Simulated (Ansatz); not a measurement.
A made-up structure of CH2BGe, doublet:

```xyz
5
angstrom
B -0.0386 -0.6866 0.8855
C -0.0847 -1.5138 1.9530
Ge 0.0215 0.3847 -0.4964
H -0.7450 0.1398 -1.8012
H 0.8468 1.6759 -0.5410
```

It is relaxed with PBE-D4/def2-SVP and then PBE0-D4/def2-TZVP (Ansatz 0.2.0). Atoms count as bonded within 1.22 times the sum of their covalent radii (H–H: 0.88 Å). The end point is not checked to be a true minimum.

**Question.** Does its bonding change? (Judge from chemistry; the calculation decides.)

**Answer.** The calculation gives: No: no bond forms or breaks.

Where it ends: The first stage lowers the energy by 0.50 eV in 8 steps. It ends as CH₂BGe ([C][B][GeH2]):
B1  (-0.098, -0.787, 0.899)
C2  (-0.033, -1.548, 2.112)
Ge3  (0.012, 0.425, -0.573)
H4  (-0.736, 0.212, -1.885)
H5  (0.855, 1.697, -0.553)
(Å)

Labels in which every atom is bracketed show which atoms are joined, not bond orders.

For scale, one of the runs: PBE0-D4/def2-TZVP relaxation, 122 basis functions, launched by `ansatz run in.yaml --threads 2 --pin off --events-out ev --progress --plain --max-ram 4352MiB`. Hardware: 2 CPU threads of an INTEL XEON PLATINUM 8581C, shared host. Wall time about 44 s.
